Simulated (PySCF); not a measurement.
## Antimony: a sound run and one with changed settings

Sound run: Sb²⁺ [Kr] 4d10 5s2 5p1, Sb³⁺ [Kr] 4d10 5s2. All numbers are calculated (PySCF 2.14, scalar relativity through the core potential, in def2-TZVP with the def2 core potential (28 electrons) (6s5p3d2f, 50 functions)). In the sound run the correlated levels freeze 4s2 4p6 4d10 outside the core potential. The sound run starts from symmetry-adapted Hartree-Fock orbitals and uses a fine grid where one is needed.

Changed run: a valence shell is frozen. This setting is unsound on purpose.

Ionisation energy of Sb²⁺:

| method | sound run (eV) | changed run (eV) |
| --- | --- | --- |
| UHF | 24.139 | 24.139 |
| MP2 | 24.351 | 24.139 |
| SCS-MP2 | 24.341 | 24.139 |
| CCSD | 24.420 | 24.139 |
| CCSD(T) | 24.437 | 24.139 |
| CCSDT | n/a | 24.139 |
| FCI | n/a | 24.139 |

Freezing a valence shell removes pair correlation that changes on ionisation.

For comparison, NIST gives 25.323 eV between the lowest levels.
